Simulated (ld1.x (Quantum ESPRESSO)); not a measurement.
Which change was made? (Te, TM)

```
Element                 : tellurium (Te)
Generator               : ld1.x (Quantum ESPRESSO) 7.5
Type                    : norm-conserving Troullier–Martins (Kleinman–Bylander form)
Functional              : PBEsol
Relativity              : scalar-relativistic
Frozen core             : [Kr] 4d10
Valence charge          : 6
Reference configuration : 5s1.75 5p4.25
Partial waves           : 5p (bound): rc 1.55 bohr; 5d channel at 0.2 Ry: rc 1.90 bohr; 5s (bound): rc 1.80 bohr
Local potential         : the s channel
Core correction         : none
```

Cutoffs, loose and tight: the cutoffs (Ry, on a coarse ladder) from which the occupation-weighted sum of valence levels, in a spherical-Bessel basis at the reference potential, stays within 10 and 1 mRy of its value at 400 Ry. They do not see the model core or the augmentation charge, which bear on the density cutoff. Test errors are all-electron minus pseudo excitation energies from the reference, over the configurations 5s2 5p4; 5s2 5p3; 5s2 5p2; 5s2 5p1; 5s2 5p3.5; 5s2 5p4.3; 5s1 5p4; variants that change the core or the reference have their own tests.

The base gives: outcome: generated; cutoff, loose: 50 Ry; cutoff, tight: 120 Ry; bound ghosts: p, d; largest test error (meV): -56.

Question: After one change the result is: outcome: generated; cutoff, loose: 50 Ry; cutoff, tight: 120 Ry; bound ghosts: d, p; largest test error (meV): -56. Which change was it?
A. wave 5d channel at 0.2 Ry: rc 1.90 bohr becomes 5d channel at 0.2 Ry: rc 2.90 bohr
B. wave 5d channel at 0.2 Ry: rc 1.90 bohr becomes 5d channel at 1.42 Ry: rc 1.90 bohr
C. functional BLYP

Answer: B. The others give: functional BLYP → outcome: generated; cutoff, loose: 50 Ry; cutoff, tight: 120 Ry; bound ghosts: p, d; largest test error (meV): +196 | wave 5d channel at 0.2 Ry: rc 1.90 bohr becomes 5d channel at 0.2 Ry: rc 2.90 bohr → outcome: generated; cutoff, loose: 50 Ry; cutoff, tight: 120 Ry; bound ghosts: p; largest test error (meV): -56.
